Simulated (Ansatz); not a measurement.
A nudged elastic band was laid between two geometries of C₂H₅NSi (9 atoms, charge 0, multiplicity 1).

Computed with RKS PBE-D4/def2-SVP (Ansatz 0.2.0).

```
movable images  : 5
climbing image  : yes
spring          : 5.0 eV/Å²
optimiser       : quadratic models (default)
start path      : IDPP
force threshold : 0.05 eV/Å
iteration limit : 60
end points      : relaxed
```

Initial state:

```xyz
9
Properties=species:S:1:pos:R:3
Si -0.511 1.179 0.183
C 0.216 -0.396 -0.570
C 0.745 -1.512 0.218
N -0.423 -1.788 -0.170
H -1.791 1.561 -0.510
H -0.783 0.947 1.645
H 0.464 2.319 0.034
H 0.526 -0.338 -1.634
H 1.557 -1.971 0.805
```

Final state:

```xyz
9
Properties=species:S:1:pos:R:3
Si -0.366 1.192 0.361
C 0.606 -0.309 -0.254
C 0.090 -1.680 -0.249
N -0.019 -1.194 -1.408
H -1.817 0.819 0.496
H 0.162 1.632 1.702
H -0.233 2.345 -0.597
H 1.706 -0.185 -0.335
H -0.129 -2.620 0.283
```

What changes between the two ends?

No bond is made or broken. The dihedral H5–Si1–C2–N4 goes from -78 to 43°. The two ends are copies of one structure, up to a mirror image or an exchange of like atoms.

Give the energies along the band, and the barrier.

The forces met the threshold. The highest image is number 3 of 0 to 6, 0.031 eV above the ends, which have the same energy within 2 meV. A vibrational analysis at the climbing image gives one clearly imaginary mode, 91i cm⁻¹: a first-order saddle point.

```
image  path coordinate (Å)  energy (eV)  dihedral H5–Si1–C2–N4 (°)
    0                 0.00        0.000                        -78
    1                 0.62        0.008                        -58
    2                 1.24        0.024                        -38
    3                 1.86        0.031                        -17
    4                 2.47        0.024                          3
    5                 3.09        0.008                         23
    6                 3.70        0.000                         43
```

What is the geometry of the highest image?


```xyz
9
Properties=species:S:1:pos:R:3
Si -0.409 1.199 0.275
C 0.462 -0.306 -0.485
C 0.354 -1.661 0.059
N -0.425 -1.541 -0.926
H -1.878 1.153 -0.045
H -0.256 1.218 1.775
H 0.193 2.459 -0.286
H 1.311 -0.098 -1.168
H 0.647 -2.422 0.801
```

Time of the run: 62 s on 1 thread of Arm Neoverse V1, with other jobs on the host, peak memory 0.15 GiB.
